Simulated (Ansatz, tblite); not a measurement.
Spin states of Li₄H⁺, each relaxed with PBE0-D4/def2-TZVP in Ansatz. Electronic energies in the gas phase.

The xTB rows come from tblite. B3LYP takes the VWN-RPA correlation. HSE06 is defined as in plane-wave codes, on full-range PBE exchange. Correlated methods freeze no core orbitals; core or outer-core shells of Li are correlated, in sets that lack core-valence functions. In the quintet geometry the species has come apart into loosely held pieces. The structure comes from a short search, and lower isomers may exist.

Singlet geometry:

```xyz
5

Li    0.676   -1.364   -0.350
Li    1.044    1.587   -1.578
Li   -1.524    0.077   -0.347
Li    0.370    0.563    1.420
H    -0.567   -0.863    0.854
```

Triplet geometry:

```csv
atom,x (Å),y (Å),z (Å)
Li1,-0.4881,1.3586,0.0307
Li2,1.5270,0.2561,1.9021
Li3,-1.4772,-1.1514,0.4634
Li4,1.0188,-0.2532,-1.6112
H5,-0.5805,-0.2101,-0.7850
```

Quintet geometry (C3v within 0.1 Å):

```xyz
5

Li    2.9665   -1.9293    0.9392
Li    0.1140   -0.1153   -0.3405
Li   -2.9510   -1.8935   -1.0536
Li    0.5636    3.2370   -1.6150
H    -0.6931    0.7012    2.0699
```

⟨S²⟩: triplet 2.00 at PBE0-D4/def2-TZVP (pure 2.00), quintet 6.00 at PBE0-D4/def2-TZVP (pure 6.00).

Run but left out: HF/STO-3G (singlet: restricted singlet, unstable in another Hartree–Fock run and untested here); HF/def2-TZVP, HF/def2-TZVPP (singlet: restricted singlet, unstable towards broken spin symmetry).

Only these spin states were relaxed. The quintet has fallen apart into loose fragments. The triplet has other bonds than the singlet, so the gap mixes isomer and spin. The quintet has other bonds than the singlet, so the gap mixes isomer and spin.

Question: Estimate which spin state lies lowest at each of these levels, and by how much: GFN1-xTB; GFN2-xTB; PBE-D4/def2-TZVP; r2SCAN-D4/def2-TZVP; B3LYP-D4/def2-TZVP; PBE0-D4/def2-TZVP; HSE06-D4/def2-TZVP; BHLYP-D4/def2-TZVP; CAM-B3LYP-D4/def2-TZVP; RPA@PBE/def2-TZVP; MP2/def2-TZVP; MP2/def2-TZVPP; CCSD/def2-TZVPP; CCSD(T)/def2-TZVPP.

Answer: 
```json
{"level": "GFN1-xTB", "triplet − singlet (kcal/mol)": "23.7", "quintet − singlet (kcal/mol)": "156.0", "lowest of these": "singlet", "remarks": "–"}
{"level": "GFN2-xTB", "triplet − singlet (kcal/mol)": "29.3", "quintet − singlet (kcal/mol)": "142.7", "lowest of these": "singlet", "remarks": "–"}
{"level": "PBE-D4/def2-TZVP", "triplet − singlet (kcal/mol)": "16.6", "quintet − singlet (kcal/mol)": "90.7", "lowest of these": "singlet", "remarks": "–"}
{"level": "r2SCAN-D4/def2-TZVP", "triplet − singlet (kcal/mol)": "13.7", "quintet − singlet (kcal/mol)": "96.7", "lowest of these": "singlet", "remarks": "–"}
{"level": "B3LYP-D4/def2-TZVP", "triplet − singlet (kcal/mol)": "18.9", "quintet − singlet (kcal/mol)": "89.5", "lowest of these": "singlet", "remarks": "–"}
{"level": "PBE0-D4/def2-TZVP", "triplet − singlet (kcal/mol)": "16.7", "quintet − singlet (kcal/mol)": "90.9", "lowest of these": "singlet", "remarks": "–"}
{"level": "HSE06-D4/def2-TZVP", "triplet − singlet (kcal/mol)": "16.6", "quintet − singlet (kcal/mol)": "91.3", "lowest of these": "singlet", "remarks": "–"}
{"level": "BHLYP-D4/def2-TZVP", "triplet − singlet (kcal/mol)": "19.6", "quintet − singlet (kcal/mol)": "89.3", "lowest of these": "singlet", "remarks": "–"}
{"level": "CAM-B3LYP-D4/def2-TZVP", "triplet − singlet (kcal/mol)": "20.3", "quintet − singlet (kcal/mol)": "99.0", "lowest of these": "singlet", "remarks": "–"}
{"level": "RPA@PBE/def2-TZVP", "triplet − singlet (kcal/mol)": "17.1", "quintet − singlet (kcal/mol)": "92.7", "lowest of these": "singlet", "remarks": "–"}
{"level": "MP2/def2-TZVP", "triplet − singlet (kcal/mol)": "13.3", "quintet − singlet (kcal/mol)": "87.2", "lowest of these": "singlet", "remarks": "restricted SCF unstable (singlet)"}
{"level": "MP2/def2-TZVPP", "triplet − singlet (kcal/mol)": "15.6", "quintet − singlet (kcal/mol)": "95.8", "lowest of these": "singlet", "remarks": "restricted SCF unstable (singlet)"}
{"level": "CCSD/def2-TZVPP", "triplet − singlet (kcal/mol)": "20.0", "quintet − singlet (kcal/mol)": "105.5", "lowest of these": "singlet", "remarks": "restricted SCF unstable (singlet)"}
{"level": "CCSD(T)/def2-TZVPP", "triplet − singlet (kcal/mol)": "20.3", "quintet − singlet (kcal/mol)": "106.3", "lowest of these": "singlet", "remarks": "restricted SCF unstable (singlet)"}
```

Change of the quintet − singlet gap on mixing in exact exchange, in kcal/mol: PBE to PBE0 (25 % exact exchange) 0.2. The xTB methods have no term that favours high spin, so they put low spin too low.
